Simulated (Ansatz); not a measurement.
Species, as SMILES: [Cl][Ga] (Cl-Ga) (closed-shell singlet).
Atoms: Ga1, Cl2. Bonds: Ga1-Cl2.

Basis-set convergence of the optimised Ga1-Cl2 bond length at PBE with Ansatz (an electronic-structure program). All functions are spherical. No added dispersion term, no relativity. Reference: the value in pcseg-4, 2.2344 Å, itself unsure by roughly 0.0007 Å (its mean distance from aug-pcseg-3, aug-cc-pV(Q+d)Z, cc-pV(5+d)Z). Deviations are taken from unrounded values.

| basis | functions | optimised Ga1-Cl2 bond length (Å) | minus reference (Å) |
|---|---|---|---|
| aug-pcseg-1 | 63 | 2.2671 | 0.0327 |
| def2-SVPD | 65 | 2.2624 | 0.0280 |
| aug-cc-pV(D+d)Z | 68 | 2.2626 | 0.0282 |
| def2-TZVPD | 100 | 2.2372 | 0.0028 |
| def2-TZVPPD | 105 | 2.2372 | 0.0028 |
| aug-pcseg-2 | 109 | 2.2390 | 0.0046 |
| aug-cc-pV(T+d)Z | 114 | 2.2384 | 0.0040 |
| def2-QZVPPD | 174 | 2.2341 | -0.0003 |
| aug-cc-pV(Q+d)Z | 182 | 2.2349 | 0.0005 |
| aug-pcseg-3 | 182 | 2.2350 | 0.0006 |

The smallest set listed that lies within 0.01 Å of the reference with all its larger relatives (same family, alike in diffuse functions; a set with none counts only in the reference's own line) is def2-TZVPD (100 functions, 0.0028 Å off).
